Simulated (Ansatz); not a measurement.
Reaction: GeH2Br2 (SMILES [Br][GeH2][Br]) → GeH2Br (SMILES [GeH2][Br], doublet) + Br (doublet) (the Br-Ge bond breaks)
Each species at its own B3LYP-D3(BJ)/def2-TZVP minimum (Ansatz, a program for electronic structure).

Total energies in hartree (Ansatz). Radicals and triplets start from unrestricted determinants; spin-orbit coupling is neglected. Cores are frozen in correlated methods (noble-gas shells, and filled d and f shells in the p block). No relativity. Spin-orbit terms, left out, reach several kcal/mol for Br and I, and more for heavier atoms.

| species | HF/cc-pVTZ | CCSD(T)/cc-pVTZ | HF/cc-pVQZ | CCSD(T)/cc-pVQZ | CCSDT(Q)/cc-pVTZ |
|---|---|---|---|---|---|
| 1: GeH2Br2 (SMILES [Br][GeH2][Br]) | -7221.58801 | -7222.08279 | -7221.59778 | -7222.13893 | -7222.08480 |
| 2: GeH2Br (SMILES [GeH2][Br], doublet) | -4649.04540 | -4649.34793 | -4649.05203 | -4649.38026 | -4649.34945 |
| 3: Br (doublet) | -2572.44509 | -2572.60263 | -2572.44802 | -2572.62195 | -2572.60328 |

Question: Work out the bond dissociation energy (electronic) in kcal/mol: take Hartree-Fock from cc-pVQZ, extrapolate the CCSD(T) correlation energy as X^-3 (X = 3, 4), and add CCSDT(Q) - CCSD(T) in cc-pVTZ. 1 hartree = 627.51 kcal/mol.

Answer: 
Species 1: correlation (64·(-0.54115) - 27·(-0.49478))/37 = -0.57499; step -0.00201; E1 = -7221.59778 + (-0.57499) + (-0.00201) = -7222.17478
Species 2: correlation (64·(-0.32823) - 27·(-0.30253))/37 = -0.34698; step -0.00152; E2 = -4649.05203 + (-0.34698) + (-0.00152) = -4649.40053
Species 3: correlation (64·(-0.17393) - 27·(-0.15754))/37 = -0.18589; step -0.00065; E3 = -2572.44802 + (-0.18589) + (-0.00065) = -2572.63456
-1·E1 +1·E2 +1·E3 = 0.13969 hartree = 87.7 kcal/mol.
